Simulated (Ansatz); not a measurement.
A set of 12 reactions (group exchange), with CCSD(T)/CBS values in kJ/mol:

| reaction | ΔE |
| --- | --- |
| `C[SiH](N)O[SiH3]` + `[GeH3][C]1=CC1` → `[CH3][GeH2][C]1=CC1` + `N[SiH2]O[SiH3]` | 20.4 |
| `OCC1OCCCO1` + CH₄ → `CC1OCCCO1` + CH₃OH | 27.6 |
| `BC(F)[SiH3]` + `O=COCF` → `BC(F)OC=O` + `FC[SiH3]` | 34.0 |
| `[OH][SbH][CH2][SiH3]` + CH₄ → `C[CH2][SbH][OH]` + SiH₄ | 61.3 |
| `[CH3][SbH][CH2]O` + `OC(F)F` → `OCC(O)(F)F` + `[CH3][SbH2]` | -18.1 |
| `[F][Al]([F])[Zn][O][SiH3]` + `OO` → `[OH][Al]([F])[F]` + `[OH][Zn][O][SiH3]` | -452.9 |
| `CBOCC` + `O/C=C\F` → `CB/C(F)=C\O` + `CCO` | 128.0 |
| `[F][Ga]([F])[SH]` + `CC` → `C[CH2][Ga]([F])[SH]` + H–F | 74.0 |
| `O[B](F)[GeH3]` + `FC(F)Cl` → `O[BH][GeH3]` + `FC(F)(F)Cl` | 194.9 |
| `NCBBr` + `C=NC` → `C/N=C\CN` + `BBr` | 39.5 |
| `C=C[SiH]([SiH3])[SiH3]` + `FCOCCCl` → `FC[SiH]([SiH3])[SiH3]` + `C=COCCCl` | 32.2 |
| `[CH3][Al]([OH])[O][SiH3]` + SiH₄ → `[CH3][Al]([SiH3])[O][SiH3]` + H₂O | 136.3 |

Gas-phase electronic energies from Ansatz, PBE0-D4/def2-TZVP geometries. CCSD(T)/CBS is the MP2 limit (def2-TZVPP, def2-QZVPP) plus CCSD(T) − MP2 in def2-TZVPP, frozen cores. This one scheme is used for every species. Double bonds are as drawn, so ΔE can hold a change between cis and trans. Functionals use def2-TZVPP. B3LYP here is the variant with VWN-RPA as its local correlation; programs differ in this. Elements past krypton have def2 core potentials. For Br, Ga, Ge, Sb, Zn outer-core shells are correlated without core-valence functions, which leaves a few kJ/mol of doubt a bond. Scalar relativity is left out up to krypton. One conformer a species, not always the lowest.

(1) Give the mean, mean absolute and largest difference (level minus CCSD(T)/CBS, kJ/mol) for: r2SCAN-D4, PBE0-D4, B3LYP-D4, ωB97M-V, B2PLYP, r2SCAN, B3LYP, HF/def2-TZVPP, MP2/def2-TZVPP, CCSD(T)/def2-TZVPP, HF/def2-QZVPP, MP2/def2-QZVPP, HF/CBS(def2), MP2/CBS(def2). (An estimate is asked.)

The largest T1 diagnostic in the set is 0.016, for `[OH][Zn][O][SiH3]` (customary mark 0.02).

CCSD(T)/CBS is a level of theory with its own doubt, and the functionals carry their triple-zeta basis error, so these figures describe this set and don't rank the functionals.

Answers

(1) The calculation gave: 
| level | mean | mean absolute | largest |
| --- | --- | --- | --- |
| r2SCAN-D4 | 2.5 | 6.9 | 17.8 |
| PBE0-D4 | 1.0 | 7.9 | 35.6 |
| B3LYP-D4 | 3.2 | 5.1 | 27.7 |
| ωB97M-V | 2.6 | 6.6 | 23.5 |
| B2PLYP | 2.6 | 4.3 | 20.8 |
| r2SCAN | 2.6 | 7.1 | 18.7 |
| B3LYP | 3.4 | 7.1 | 28.8 |
| HF/def2-TZVPP | 1.1 | 11.4 | 41.3 |
| MP2/def2-TZVPP | 0.2 | 5.3 | -26.3 |
| CCSD(T)/def2-TZVPP | 0.8 | 3.0 | 10.7 |
| HF/def2-QZVPP | 1.1 | 12.1 | 43.6 |
| MP2/def2-QZVPP | -0.2 | 5.5 | -31.9 |
| HF/CBS(def2) | 1.1 | 12.2 | 43.9 |
| MP2/CBS(def2) | -0.6 | 5.6 | -32.3 |
